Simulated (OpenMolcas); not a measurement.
## Tm2+: effect of the metal basis and ligand basis

Tm2+ with 6 ligands (fluoride) in octahedral coordination (Oh) at 2.34 Å. A charge of +0.667 e stands 3.2 Å behind each ligand.

* Program: OpenMolcas
* Method: CASSCF
* Spin-orbit coupling: RASSI with atomic mean-field integrals over the reference wave functions

Fixed: active space 13 electrons in 7 orbitals (4f), DKH2 Hamiltonian.

States (labels of O, the rotations of Oh). Energies in cm-1 above the lowest state or level, χT in cm3 K/mol; under a threefold ground state the first gap can be a small split of the lowest multiplet, not the spin-orbit step.

```json
{"Run": "A", "Metal basis": "ANO-RCC-VDZP", "Ligand basis": "ANO-RCC-VDZP", "Ground state": "2T1", "First state of that spin": "2T2 303.0", "First gap with spin-orbit (degeneracies)": "191.4 (2, 4)", "Width of lowest J": "412", "χT at 300 K": "2.447", "Cost": "roughly 23 core-seconds"}
{"Run": "B", "Metal basis": "ANO-RCC-VTZP", "Ligand basis": "ANO-RCC-VTZP", "Ground state": "2T1", "First state of that spin": "2T2 312.4", "First gap with spin-orbit (degeneracies)": "197.2 (2, 4)", "Width of lowest J": "432", "χT at 300 K": "2.437", "Cost": "roughly 110 core-seconds"}
```

Against A, the width of the lowest J multiplet changes by +4.9 % in B.

Costs are those of the RASSCF and RASSI steps.

Without dynamic correlation the ligand-field splitting of an f shell can come out too small, at times by half. No measured value stands beside these numbers; the geometry was imposed, not optimised, and the real ion may take another.
